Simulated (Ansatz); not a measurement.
Computed with Ansatz on PBE0-D4/def2-TZVP structures; ΔE is electronic, products minus reactants. CCSD(T)/CBS is the MP2 limit (def2-TZVPP, def2-QZVPP) plus CCSD(T) − MP2 in def2-TZVPP, frozen cores. DFT in def2-TZVPP. For Br, Ge outer-core shells are correlated without core-valence functions, which leaves a few kJ/mol of doubt a bond. Scalar relativity is left out up to krypton. Each species was taken in one conformer, which may not be the lowest.

Reaction (ligand exchange at the Si–Br bond): `N[SiH](F)Br` + `[NH2][GeH2][OH]` → `[NH2][GeH2][O][SiH](N)F` + HBr

`N[SiH](F)Br`:

Z-matrix (Å, degrees):
```
Si
F 1 1.594
Br 1 2.206 2 105.8
N 1 1.685 2 114.6 3 118.9
H 1 1.472 2 106.2 3 -118.7
H 4 1.006 1 122.4 2 -81.1
H 4 1.007 1 121.7 2 77.8
```

`[NH2][GeH2][OH]`:

```xyz
8

N    -0.554    1.048   -0.744
Ge    0.036   -0.497    0.012
O     0.235   -0.110    1.738
H     0.133    1.768   -0.909
H    -1.149    0.943   -1.551
H     1.411   -1.006   -0.486
H    -1.069   -1.547   -0.198
H     0.957   -0.599    2.137
```

`[NH2][GeH2][O][SiH](N)F`:

Cartesian coordinates in Å:
```
N 1.177 -1.457 1.023
Ge -0.432 -1.688 0.206
O -0.767 -0.435 -1.043
Si -0.244 1.089 -1.108
N -0.333 1.801 0.445
F 1.305 1.183 -1.491
H 1.268 -0.562 1.485
H 1.979 -1.599 0.425
H -1.545 -1.551 1.251
H -0.433 -3.015 -0.557
H -0.974 1.766 -2.199
H -1.219 1.844 0.923
H 0.216 2.624 0.641
```

HBr:

Z-matrix (Å, degrees):
```
Br
H 1 1.420
```

CCSD(T)/CBS gives -44.6 kJ/mol.

(1) Another level gave -31.0 kJ/mol. Which?
A. r2SCAN-D4/def2-TZVPP
B. CCSD(T)/def2-TZVPP
C. PBE/def2-TZVPP
D. PBE-D4/def2-TZVPP

Largest T1 diagnostic among the species: 0.012.

Results:

(1) C. PBE -31.0, CCSD(T)/def2-TZVPP -52.9, PBE-D4 -36.2, r2SCAN-D4 -44.6 kJ/mol.

From PBE to PBE0 (25 % exact exchange), in def2-TZVPP and without D4, ΔE moves by −3.0 kJ/mol. The D4 term adds −7.8 kJ/mol with B3LYP and −5.0 kJ/mol with PBE0; it sums over pairs of atoms, weighted by their polarisabilities, and B3LYP, whose exchange is more repulsive, gets the larger term.

B3LYP here is the variant with VWN-RPA as its local correlation; programs differ in this.
